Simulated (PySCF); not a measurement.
C₅H₄FO₃P.
SMILES with atom numbers: `[CH3:1][O:2][C:3](=[O:4])[c:5]1[o:6][cH:7][p:8][c:9]1[F:10]` (hydrogens: H11, H12, H13 on C1; H14 on C7)

Geometry (GFN2-xTB, Å), atoms numbered from 1 in this order:
```
atom  x, y, z in Å
C1     2.7474   -0.1642    0.2144
O2     1.3454   -0.3111    0.3972
C3     0.5542    0.3449   -0.4534
O4     0.9334    1.0497   -1.3518
C5    -0.8714    0.1040   -0.1424
O6    -1.7796    0.7077   -0.9173
C7    -3.0210    0.4233   -0.5457
P8    -3.2138   -0.6214    0.8015
C9    -1.4446   -0.6615    0.8464
F10   -0.7462   -1.3572    1.7413
H11    3.1201   -0.9720   -0.4180
H12    2.9663    0.7957   -0.2569
H13    3.1999   -0.2248    1.2016
H14   -3.7909    0.8864   -1.1393
```

Level of theory: TDDFT B3LYP/def2-SVPD, vertical, gas phase, core orbitals frozen in the response (PySCF). GFN2-xTB frequencies show an imaginary mode (37i cm⁻¹), so this geometry is no minimum at that level.

Transition dipole moments from the ground state, in atomic units and in the frame of the coordinates above (overall signs are arbitrary), for the states with f of 0.002 or more among the lowest 8:

| state | E (hartree) | μx | μy | μz |
| --- | --- | --- | --- | --- |
| S2 | 0.1845 | 0.832 | -0.063 | 0.075 |
| S3 | 0.1889 | -1.162 | 0.037 | -0.037 |
| S4 | 0.2118 | -0.031 | -0.140 | -0.099 |
| S5 | 0.2212 | -1.094 | -0.587 | 0.794 |
| S6 | 0.2224 | 0.038 | 0.134 | -0.028 |
| S8 | 0.2284 | 0.575 | 0.212 | -0.263 |

(1) What oscillator strength does each state have?

(2) What angle do the transition dipoles of S5 and S8 make?

(3) What peak molar absorption coefficient would the strongest computed level give as a lone Gaussian band 0.4 eV wide at half height?

Results:

(1) f = (2/3) ΔE |μ|² with ΔE in hartree (27.2114 eV).

```tsv
state	|μ|² (au)	|μ| (D)	f
S2	0.702	2.13	0.086
S3	1.354	2.96	0.170
S4	0.031	0.44	0.004
S5	2.171	3.75	0.320
S6	0.020	0.36	0.003
S8	0.445	1.70	0.068
```

(2) |cos θ| = |μa·μb| / (|μa| |μb|) = 0.98, so θ ≈ 12° (taken between 0 and 90°, since the signs are arbitrary).

(3) ε(max) = 2.175×10⁸ f / FWHM, with the width in cm⁻¹. S5: 2.175×10⁸ × 0.3202 / 3226 ≈ 22000 L mol⁻¹ cm⁻¹.

One conformer stands for the species.
